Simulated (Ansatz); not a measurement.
C2H4HfO3, SMILES `C#[C][Hf]([OH])([OH])[OH]`, relaxed with RKS PBE0-D4/def2-TZVP in Ansatz from a GFN2-xTB geometry. The force threshold is 0.005 eV/Å; the program also tests the step.

Total charge 0; spin multiplicity 1. Hf: def2 effective core potential.

Start:

```xyz
10

C    -2.142   -2.160   -0.471
C    -1.305   -1.306   -0.286
Hf    0.216    0.228    0.051
O     2.001   -0.388    0.089
O     0.078    1.184    1.674
O     0.288    1.610   -1.236
H    -2.874   -2.905   -0.637
H     2.489   -0.135    0.880
H     0.089    2.141    1.563
H     1.160    1.730   -1.627
```

Problem. By how much does the energy fall, and how many steps does the optimiser take? (Estimate.)

Solution. The calculation gave: 13.81 kcal/mol, in 8 steps.

Problem. Which bonds change most? (An estimate is asked.)

Solution. Ansatz gave: Hf3–O5 from 1.889 to 1.920 Å; Hf3–O6 from 1.889 to 1.920 Å; Hf3–O4 from 1.889 to 1.920 Å; C2–Hf3 from 2.187 to 2.207 Å.

Problem. Give the relaxed structure. (Best estimate.)

Solution. The calculation gave: 
```xyz
10

C    -2.009   -2.020   -0.439
C    -1.163   -1.169   -0.254
Hf    0.376    0.378    0.082
O     2.048   -0.520    0.374
O    -0.148    1.393    1.625
O     0.443    1.481   -1.488
H    -2.753   -2.767   -0.602
H     2.838   -0.812    0.816
H    -0.418    2.136    2.155
H     0.787    1.899   -2.270
```
